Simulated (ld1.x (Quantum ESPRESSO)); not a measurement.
Xe (Z = 54), RRKJ: configuration errors across variants

* Element: xenon (Xe)
* Generator: ld1.x (Quantum ESPRESSO) 7.5
* Type: norm-conserving RRKJ (Kleinman–Bylander form)
* Functional: PBEsol
* Relativity: scalar-relativistic
* Frozen core: [Kr]
* Valence charge: 18
* Reference configuration: 4d10 5s2 5p6
* Partial waves: 5p (bound): rc 1.50 bohr; 4d (bound): rc 1.20 bohr; 5s (bound): rc 1.45 bohr
* Local potential: the s channel
* Core correction: Bessel-smoothed model core, default radius (core density twice the valence density)

All-electron excitation energies from the reference (eV): (1) 4d10 5s2 5p5 12.551; (2) 4d10 5s2 5p4 34.331; (3) 4d10 5s2 5p3 66.102; (4) 4d10 5s2 5p5.5 5.177; (5) 4d9 5s2 5p6 67.648; (6) 4d10 5s1 5p6 24.728; (7) 4d10 5s2 5p2 108.485.

The default core radius of the base comes out at 0.53 bohr.

4 further variants failed, have other tests or another functional or relativity, and are left out.

A true bound ghost makes a file unfit for plane-wave use even where its test errors are small: the radial tests pick states by their node count and pass the ghost by.

Errors AE − PS in meV (a dash: test not solved or not reliable):

```tsv
change	(1)	(2)	(3)	(4)	(5)	(6)	(7)	bound ghosts
base	-1.1	+3.4	+17	-1.0	-335	+1.3	+41	none
wave 4d (bound): rc 1.20 bohr becomes 4d (bound): rc 1.50 bohr	-1.1	+3.4	+17	-1.0	-148	+1.3	+41	none
local potential the d channel	-3.7	-8.4	-9.9	-1.6	-457	-6.7	-0.8	s, p
core correction Bessel-smoothed model core inside 0.86 bohr	-1.2	+3.3	+17	-1.1	-337	+1.2	+41	none
```

Q: Give the same row for: wave 5s (bound): rc 1.45 bohr becomes 5s (bound): rc 1.12 bohr.

A: -3.6, -5.1, +6.0, -1.6, +265, +12, +48; bound ghosts: p, s (extra level of the local part).
